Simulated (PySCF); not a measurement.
Compound: C5H10FGeO (doublet state).
Atom-mapped SMILES: `[CH2:1][O:2][C@@H:3]1[CH2:4][GeH2:5][CH2:6][C@H:7]1[F:8]` (hydrogens: H9, H10 on C1; H11 on C3; H12, H13 on C4; H14, H15 on Ge5; H16, H17 on C6; H18 on C7)

Theory: PBE0-D3(BJ)/def2-SVP geometry optimisation, gas phase (PySCF).

Problem. Give the optimised bond lengths and angles.

Solution. 
```json
{"bond": "C1–O2", "length (bohr)": "2.547"}
{"bond": "O2–C3", "length (bohr)": "2.672"}
{"bond": "C3–C4", "length (bohr)": "2.877"}
{"bond": "C4–Ge5", "length (bohr)": "3.731"}
{"bond": "Ge5–C6", "length (bohr)": "3.731"}
{"bond": "C6–C7", "length (bohr)": "2.870"}
{"bond": "C7–F8", "length (bohr)": "2.614"}
{"bond": "C3–C7", "length (bohr)": "2.907"}
{"bond": "C1–H9", "length (bohr)": "2.073"}
{"bond": "C1–H10", "length (bohr)": "2.061"}
{"bond": "C3–H11", "length (bohr)": "2.092"}
{"bond": "C4–H12", "length (bohr)": "2.076"}
{"bond": "C4–H13", "length (bohr)": "2.075"}
{"bond": "Ge5–H14", "length (bohr)": "2.907"}
{"bond": "Ge5–H15", "length (bohr)": "2.908"}
{"bond": "C6–H16", "length (bohr)": "2.076"}
{"bond": "C6–H17", "length (bohr)": "2.077"}
{"bond": "C7–H18", "length (bohr)": "2.086"}
```

A selection of angles:
```json
{"angle": "C1–O2–C3", "degrees": "116.6"}
{"angle": "O2–C3–C4", "degrees": "107.7"}
{"angle": "O2–C3–C7", "degrees": "108.9"}
{"angle": "C4–C3–C7", "degrees": "109.0"}
{"angle": "C3–C4–Ge5", "degrees": "103.3"}
{"angle": "C4–Ge5–C6", "degrees": "92.7"}
{"angle": "Ge5–C6–C7", "degrees": "103.1"}
{"angle": "C6–C7–F8", "degrees": "109.3"}
{"angle": "C3–C7–C6", "degrees": "109.7"}
{"angle": "C3–C7–F8", "degrees": "106.7"}
```

Dihedral angles: C1–O2–C3–C4 -167° (antiperiplanar); O2–C3–C4–Ge5 -80° (synclinal); C3–C4–Ge5–C6 -14° (synperiplanar); C4–Ge5–C6–C7 -13° (synperiplanar); Ge5–C6–C7–F8 -78° (synclinal); O2–C3–C7–C6 64° (synclinal).

The 2 C–O bonds span 1.348 Å (C1–O2, drawn single) to 1.414 Å (O2–C3, drawn single), a spread of 0.066 Å. O2 (oxygen bonded to 2 C) is bent (angle 116.6°). The 5-membered ring C3–C4–Ge5–C6–C7 has internal angles of 92.7° to 109.7°; it is puckered, 0.20 Å rms from its mean plane, widest ring torsion 54°. Ge5 (germanium bonded to 2 C and 2 H) has angles from 92.7° to 114.3°. C1 (carbon bonded to O and 2 H) has angles 120.9°, 117.9° and 113.7°, sum 352.5°, 0.19 Å off the plane of its three neighbours. Of the pairs four or more bonds apart, C1···H18 is among the closest relative to their van der Waals radii: 2.75 Å, 95 % of the sum of Bondi's values.

Point group: C1 (no symmetry element, even within 0.4 Å). Stationary, but not proved a minimum. ⟨S²⟩ = 0.754 (exact for a doublet: 0.75). Torsions: H–C1–O2–C3 29° and 179°, C1–O2–C3–C4 -167°, O2–C3–C4–Ge5 -80°, C3–C4–Ge5–C6 -14°, C4–Ge5–C6–C7 -13°, Ge5–C6–C7–F8 -78°.

One conformer stands for the species.
